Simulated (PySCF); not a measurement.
## Spinor energies of Hg³⁺ (mercury, charge +3)

Start: [Xe] 4f14 5d9; 5d3/2 filled at m_j = -3/2, -1/2, +1/2, +3/2; 5d5/2 filled at m_j = -3/2, -1/2, +1/2, +3/2, +5/2. Calculated with PySCF 2.14 in x2c-TZVPall-2c with one added diffuse shell each of s, p, d type (12s12p11d2f, 117 functions): generalised Hartree-Fock with the X2C-1e Hamiltonian and a Gaussian nucleus; spin-orbit coupling (SO) screened by Boettger's factors. This is a chosen level, not necessarily the ground level.

```csv
spinor shell,electrons,"ε, screened SO (eV)",weight of nominal j (screened SO),"rms radius, screened SO (bohr)"
1s1/2,2,-83572.5,1.000,0.0187
2s1/2,2,-14990.1,1.000,0.0755
2p1/2,2,-14359.5,1.000,0.0639
2p3/2,4,-12406.3,1.000,0.0720
3s1/2,2,-3652.5,1.000,0.193
3p1/2,2,-3369.6,1.000,0.184
3p3/2,4,-2930.6,1.000,0.201
3d3/2,4,-2467.7,1.000,0.176
3d5/2,6,-2374.0,1.000,0.180
4s1/2,2,-867.18,1.000,0.424
4p1/2,2,-744.85,1.000,0.429
4p3/2,4,-637.36,1.000,0.463
4d3/2,4,-437.15,1.000,0.475
4d5/2,6,-416.35,1.000,0.486
5s1/2,2,-172.49,1.000,0.969
4f5/2,6,-155.94,0.999,0.525
4f7/2,8,-151.70,0.999,0.527
5p1/2,2,-130.51,0.999,1.04
5p3/2,4,-110.49,0.999,1.13
5d3/2,4,-50.971,0.973,1.45
5d5/2,5,-48.397,0.978,1.50
```

```
   quantity   screened SO
E (hartree)  -19637.52091
        M_J           5/2
       ⟨J²⟩         8.769
       ⟨L²⟩         6.189
       ⟨S²⟩         0.929
```

Each row is a mean over spinors that exchange with the open shell spreads, by up to 5.026 eV (5p3/2).

Breit and QED terms are absent; they matter most for the inner s and p1/2 levels.

Densities and radii are taken from the X2C orbitals without a picture-change correction, which distorts them close to the nucleus.
